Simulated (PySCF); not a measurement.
**Does the structure fit the spectrum?**

A compound C4H4F4O gives the data below (simulated from a calculation) and was assigned the structure `C=C(OCF)C(F)(F)F`.

13C{1H} NMR (computed): δ 171.7 (C), 135.1 (C), 32.8 (CH2), 28.8 (CH2).

1H NMR (600 MHz, computed): δ 2.80 (m, 2H), 2.53 (m, 2H).

[PySCF: σ from GIAO-PBE0/pcSseg-1; GFN2-xTB geometry; isolated molecule; one averaged value for each set of equivalent atoms; single conformer; relativity neglected]

Scale: 1H, 13C against TMS (reference shieldings calculated alike).

Task: Compare with the shifts computed for the proposed structure, pairing carbons in order of shift.

Result: Structure with atom numbers: `[CH2:1]=[C:2]([O:3][CH2:4][F:5])[C:6]([F:7])([F:8])[F:9]`; H(Xn) means a hydrogen on atom n.

```json
{"atom": "C2", "computed for proposal": "156.1", "given list": "171.7", "difference": "-15.6"}
{"atom": "C6", "computed for proposal": "128.3", "given list": "135.1", "difference": "-6.8"}
{"atom": "C4", "computed for proposal": "105.2", "given list": "32.8", "difference": "+72.4"}
{"atom": "C1", "computed for proposal": "92.3", "given list": "28.8", "difference": "+63.5"}
```

The rms difference is 48.9 ppm and the largest +72.4 ppm at C4 (sp3 CH2 bonded to F and O). The proposal doesn't fit.

Task: Which isomer fits?

Result: `O=C(F)CCC(F)(F)F`.

Carbon types of the structure: 2 × C, 2 × CH2, which accounts for all hydrogens. δC 171.7: carbonyl carbon. δC 135.1: CF3 carbon; 3 electronegative neighbours deshield it. δC 32.8: sp3 CH2; a saturated carbon with 2 carbon neighbours and no heteroatom attached. δC 28.8: sp3 CH2 α to a carbonyl; α to the electron-withdrawing carbonyl group.

The shifts were computed for this structure.

Splittings by 19F in the carbon and heteronuclear signals aren't shown, as no couplings were computed. Shifts are as computed. Against solution values, carbons near 30 ppm lie about +3 ppm off and those near 130 ppm about +5 ppm. Of 1211 compounds with measured shifts, 218 miss one by over three times the rms of a fit or turn the order of signals round; such compounds aren't used in these exercises. No couplings were computed; multiplicities are counted from neighbouring protons, with m where these are inequivalent, close in shift, in a saturated or five-membered ring or joined by F or P, and br s for small geminal =CH2 splittings.
